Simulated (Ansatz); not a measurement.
`F[CH2][InH][F]` + HCl → `[F][InH][Cl]` + fluoromethane at 700 K and 1 bar (ligand exchange at the In–C bond).

Program: Ansatz. Geometries: PBE0-D4/def2-TZVP. ΔE: electronic, gas phase. CCSD(T)/CBS adds triple-zeta CCSD(T) − MP2 to the extrapolated MP2 energy (def2 sets, frozen cores). This one scheme is used for every species. Elements past krypton have def2 core potentials. For In outer-core shells are correlated without core-valence functions, which leaves a few kJ/mol of doubt a bond. One conformer a species, not always the lowest.

```json
{"species": "`F[CH2][InH][F]`", "CCSD(T)/CBS energy (Eh)": "-429.25055", "H − E (kJ/mol)": "156.7", "S (J/(mol·K))": "429.2"}
{"species": "HCl", "CCSD(T)/CBS energy (Eh)": "-460.38127", "H − E (kJ/mol)": "38.4", "S (J/(mol·K))": "211.8"}
{"species": "`[F][InH][Cl]`", "CCSD(T)/CBS energy (Eh)": "-750.05448", "H − E (kJ/mol)": "66.1", "S (J/(mol·K))": "368.2"}
{"species": "`CF`", "CCSD(T)/CBS energy (Eh)": "-139.63461", "H − E (kJ/mol)": "133.6", "S (J/(mol·K))": "263.9"}
```

H − E and S are ideal-gas, rigid-rotor, harmonic terms from PBE0-D4/def2-TZVP, for one conformer and one mirror image of each species. 1 Eh = 2625.50 kJ/mol, R = 8.31446 J/(mol·K).

**Question.** By hand: ΔE, ΔH, ΔS and ΔG.

**Answer.** ΔE = (-750.05448) + (-139.63461) − (-429.25055) − (-460.38127) = -0.05727 Eh = -150.4 kJ/mol. Δ(H − E) = 66.1 + 133.6 − 156.7 − 38.4 = 4.6, so ΔH = -145.8 kJ/mol. ΔS = 368.2 + 263.9 − 429.2 − 211.8 = -8.9 J/(mol·K). ΔG = -145.8 − 700 × (-8.9)/1000 = -139.6 kJ/mol.

**Question.** By hand: the equilibrium constant, and the temperature at which ΔG would vanish if ΔH and ΔS stayed fixed.

**Answer.** log₁₀ K = −ΔG/(RT ln 10) = 10.4. ΔG = 0 at ΔH/ΔS = 16382 K, far beyond where these terms or the molecules hold.

The number of gas molecules stays the same, so ΔS is small and ΔH decides. A doubt of 5 kJ/mol in ΔE shifts log₁₀ K by 0.4 here. Other conformers and mirror images would add mixing entropy, several J/(mol·K) or more a flexible species. Modes under 60 cm⁻¹, often nearly free rotors, make the harmonic entropy too high. These are equilibria of isolated gas molecules and say nothing of rates. Largest T1 diagnostic: 0.015 (customary marks: 0.02 for closed shells, 0.045 for open ones).
